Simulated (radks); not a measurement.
Question: All-electron atom: Bi3+ in [Hg]. Calculated with a radial shooting solver on a logarithmic mesh with Libxc functionals: scalar-relativistic Kohn-Sham, PBEsol, spin-unpolarised, spherical densities, finite nucleus; Fermi nuclear charge, rms radius 5.5211 fm. Some entries of the table are withheld. Estimate them.

orbital  occ.  eigenvalue (eV)  r(max) (bohr)
1s          2        -90614.77       0.009666
2s          2        -16306.12            (1)
2p          6        -13960.80        0.04691
3s          2        -3957.428         0.1585
3p          6        -3286.998         0.1589
3d         10        -2611.618         0.1294
4s          2              (2)            (3)
4p          6        -709.7914            (4)
4d         10        -458.0592         0.3815
5s          2        -185.7172         0.7704
4f         14              (5)         0.3418
5p          6        -123.8589         0.8598
5d         10         -54.8520          1.032
6s          2         -40.0682          1.810

Answer: 
(1) 2s r(max) (bohr): 0.05622
(2) 4s eigenvalue (eV): -929.5954
(3) 4s r(max) (bohr): 0.3559
(4) 4p r(max) (bohr): 0.3760
(5) 4f eigenvalue (eV): -180.8061
